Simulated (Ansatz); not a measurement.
Ansatz (a program for electronic structure) input for Sb(F)3 cation (F₃Sb), SMILES [F][Sb]([F])[F] (connectivity only; charge and spin as stated), charge +1, multiplicity 2, B3LYP-D3(BJ)/def2-SVP. 

Ansatz 0.2 input:
```yaml
crystal:
  periodic: [false, false, false]
  atoms:
    - {symbol: Sb, position_ang: [-0.00000001, 0.00000000, 0.37120124]}
    - {symbol: F, position_ang: [-1.43437364, -0.82813601, -0.70115790]}
    - {symbol: F, position_ang: [0.00000002, 1.65627202, -0.70115790]}
    - {symbol: F, position_ang: [1.43437365, -0.82813602, -0.70115788]}
basis:
  gaussian:
    orbitals: def2-SVP
hamiltonian:
  xc: b3lyp
  dispersion: d3bj
total_charge: 1
magnetization: {spin_polarized: true, initial_magnetization: 1}
relax: {f_tol: 0.002, max_steps: 200}
```

Output:

```
WARN ansatz: RAYON_NUM_THREADS=1 ignored (pool sized by the plan → 1); use --threads N
Functional definition: B3LYP
integrals: 0.02 GiB planned
775 factors; integrals over basis functions are off by at most 1.5e-4 eV
mean field: 0.37 GiB planned
mean field evaluation 1: about -14652.2104 eV, gradient 7.4e1 eV
mean field evaluation 2: about -14501.0486 eV, gradient 2.0e2 eV
mean field evaluation 4: about -14673.0160 eV, gradient 8.6e0 eV
mean field evaluation 8: about -14673.3793 eV, gradient 9.2e-2 eV
mean field evaluation 16: about -14673.4116 eV, gradient 1.8e-4 eV
mean field evaluation 32: about -14673.1492 eV, gradient 1.7e0 eV
mean field -14673.41161395 eV, -539.2379308171 hartree, gradient 4.4e-5 eV, S^2 0.763992; 5 other end points of the search recorded, 0 dependent functions left out
the calculation of the forces begins
reference -14673.41177942 eV, -539.2379368980 hartree; 25, 24 occupied and 43, 44 virtual orbitals, 775 factors
relax step   1: F+E_penalty+E_count = -14673.51404151 eV  Δ(F+E_penalty+E_count) = +0.000e0 eV  max|allowed force component| = 3.526e0 eV/Å  Δτ_max = 0.0000 Å  (91 SCF iters, accepted)
these checks for a lower state are left out or cut short: starts, cluster_reference, orbital_swaps, neighbouring_geometries, increment
integrals: 0.02 GiB planned
775 factors; integrals over basis functions are off by at most 1.5e-4 eV
mean field: 0.37 GiB planned
mean field -14673.79946471 eV, -539.2521840694 hartree, gradient 6.2e-6 eV, S^2 0.758946; 0 other end points of the search recorded, 0 dependent functions left out
the calculation of the forces begins
reference -14673.79963327 eV, -539.2521902642 hartree; 25, 24 occupied and 43, 44 virtual orbitals, 775 factors
relax step   2: F+E_penalty+E_count = -14673.90008859 eV  Δ(F+E_penalty+E_count) = -3.860e-1 eV  max|allowed force component| = 1.168e0 eV/Å  Δτ_max = 0.1934 Å  (40 SCF iters, accepted)
these checks for a lower state are left out or cut short: starts, cluster_reference, orbital_swaps, neighbouring_geometries, increment
integrals: 0.02 GiB planned
775 factors; integrals over basis functions are off by at most 1.4e-4 eV
mean field: 0.37 GiB planned
mean field -14673.83780199 eV, -539.2535929386 hartree, gradient 1.5e-5 eV, S^2 0.756867; 0 other end points of the search recorded, 0 dependent functions left out
the calculation of the forces begins
reference -14673.83797178 eV, -539.2535991781 hartree; 25, 24 occupied and 43, 44 virtual orbitals, 775 factors
relax step   3: F+E_penalty+E_count = -14673.93886814 eV  Δ(F+E_penalty+E_count) = -3.878e-2 eV  max|allowed force component| = 2.912e-1 eV/Å  Δτ_max = 0.0483 Å  (33 SCF iters, accepted)
these checks for a lower state are left out or cut short: starts, cluster_reference, orbital_swaps, neighbouring_geometries, increment
integrals: 0.02 GiB planned
775 factors; integrals over basis functions are off by at most 1.4e-4 eV
mean field: 0.37 GiB planned
mean field -14673.84206282 eV, -539.2537495213 hartree, gradient 1.3e-5 eV, S^2 0.757279; 0 other end points of the search recorded, 0 dependent functions left out
the calculation of the forces begins
reference -14673.84223241 eV, -539.2537557535 hartree; 25, 24 occupied and 43, 44 virtual orbitals, 775 factors
relax step   4: F+E_penalty+E_count = -14673.94288850 eV  Δ(F+E_penalty+E_count) = -4.020e-3 eV  max|allowed force component| = 1.336e-2 eV/Å  Δτ_max = 0.0101 Å  (35 SCF iters, accepted)
these checks for a lower state are left out or cut short: starts, cluster_reference, orbital_swaps, neighbouring_geometries, increment
integrals: 0.02 GiB planned
775 factors; integrals over basis functions are off by at most 1.4e-4 eV
mean field: 0.37 GiB planned
mean field evaluation 64: about -14673.8421 eV, gradient 9.1e-2 eV
mean field -14673.84212645 eV, -539.2537518594 hartree, gradient 1.2e-5 eV, S^2 0.757278; 0 other end points of the search recorded, 0 dependent functions left out
the calculation of the forces begins
reference -14673.84229604 eV, -539.2537580920 hartree; 25, 24 occupied and 43, 44 virtual orbitals, 775 factors
relax step   5: F+E_penalty+E_count = -14673.94292301 eV  Δ(F+E_penalty+E_count) = -3.451e-5 eV  max|allowed force component| = 3.764e-3 eV/Å  Δτ_max = 0.0021 Å  (29 SCF iters, accepted)
these checks for a lower state are left out or cut short: starts, cluster_reference, orbital_swaps, neighbouring_geometries, increment
integrals: 0.02 GiB planned
775 factors; integrals over basis functions are off by at most 1.4e-4 eV
mean field: 0.37 GiB planned
mean field -14673.84213406 eV, -539.2537521393 hartree, gradient 4.1e-5 eV, S^2 0.757275; 0 other end points of the search recorded, 0 dependent functions left out
the calculation of the forces begins
reference -14673.84230366 eV, -539.2537583721 hartree; 25, 24 occupied and 43, 44 virtual orbitals, 775 factors
relax step   6: F+E_penalty+E_count = -14673.94292441 eV  Δ(F+E_penalty+E_count) = -1.401e-6 eV  max|allowed force component| = 2.015e-5 eV/Å  Δτ_max = 0.0005 Å  (23 SCF iters, accepted)
integrals: 0.02 GiB planned
775 factors; integrals over basis functions are off by at most 1.4e-4 eV
mean field: 0.37 GiB planned
mean field -14673.84213406 eV, -539.2537521393 hartree, gradient 4.1e-5 eV, S^2 0.757275; 1 other end points of the search recorded, 0 dependent functions left out
the calculation of the forces begins
reference -14673.84230366 eV, -539.2537583721 hartree; 25, 24 occupied and 43, 44 virtual orbitals, 775 factors
Total energy: -14673.94309401 eV, -539.2574623490 hartree
Atom 0 at    -0.000000     0.000000     0.128000 Å, force    -0.000000     0.000002    -0.000020 eV/Å
Atom 1 at    -1.510809    -0.872261    -0.620087 Å, force     0.000018     0.000007     0.000006 eV/Å
Atom 2 at     0.000000     1.744522    -0.620099 Å, force    -0.000000    -0.000016     0.000007 eV/Å
Atom 3 at     1.510809    -0.872261    -0.620087 Å, force    -0.000018     0.000007     0.000006 eV/Å
Dipole moment:    -0.000000    -0.000001     0.630144 e Å
```

Self-consistency was reached.
